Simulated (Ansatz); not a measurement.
Consider the formal exchange of groups at the Si–Si bond: `C[SiH2][SiH]1[CH2][AlH]1` + SiH₄ → `[SiH3][SiH]1[CH2][AlH]1` + `C[SiH3]`.

Program: Ansatz. Geometries: PBE0-D4/def2-TZVP. ΔE: electronic, gas phase. CCSD(T)/CBS is the MP2 limit (def2-TZVPP, def2-QZVPP) plus CCSD(T) − MP2 in def2-TZVPP, frozen cores. This one scheme is used for every species. Functionals use def2-TZVPP. Each species was taken in one conformer, which may not be the lowest.

`C[SiH2][SiH]1[CH2][AlH]1`:

```xyz
14

C    -1.800   -0.053    1.713
Si   -1.294   -0.654    0.006
Si    1.008   -0.748   -0.312
C     1.772    1.021   -0.541
Al    1.828    0.163   -2.288
H    -1.450   -0.744    2.482
H    -2.887    0.026    1.790
H    -1.370    0.929    1.919
H    -1.820    0.289   -1.027
H    -1.903   -1.987   -0.266
H     1.714   -1.645    0.650
H     1.176    1.883   -0.242
H     2.770    1.105   -0.095
H     2.256    0.414   -3.789
```

SiH₄:

Z-matrix (Å, degrees):
```
Si
H 1 1.485
H 1 1.485 2 109.5
H 1 1.485 2 109.5 3 -120.0
H 1 1.485 2 109.5 3 120.0
```

`[SiH3][SiH]1[CH2][AlH]1`:

```xyz
11

Si    1.999   -0.027    0.070
Si   -0.158   -0.879    0.216
C    -1.411    0.193   -0.795
Al   -1.747    0.582    1.084
H     2.870   -0.559    1.153
H     2.655   -0.305   -1.239
H     1.914    1.453    0.229
H    -0.224   -2.356    0.027
H    -2.222   -0.415   -1.215
H    -1.028    0.856   -1.570
H    -2.649    1.458    2.041
```

`C[SiH3]`:

```xyz
8

C    -0.259   -0.458    0.835
Si    0.232    0.410   -0.747
H     0.441   -1.263    1.070
H    -1.258   -0.892    0.746
H    -0.267    0.241    1.674
H     1.594    0.998   -0.624
H    -0.722    1.507   -1.064
H     0.239   -0.544   -1.890
```

```tsv
species	PBE0-D4 energy (Eh)
`C[SiH2][SiH]1[CH2][AlH]1`	-902.60543
SiH₄	-291.75788
`[SiH3][SiH]1[CH2][AlH]1`	-863.30906
`C[SiH3]`	-331.05468
```

Q: Work out ΔE.

A: ΔE = (-863.30906) + (-331.05468) − (-902.60543) − (-291.75788) = -0.00043 Eh = -1.1 kJ/mol. CCSD(T)/CBS gives -0.6 kJ/mol.

Largest T1 diagnostic among the species: 0.014.

In def2-TZVPP, CCSD(T) changes the Hartree–Fock value by +3.5 kJ/mol (the triples alone add +0.8 kJ/mol) and MP2 by +4.2 kJ/mol.
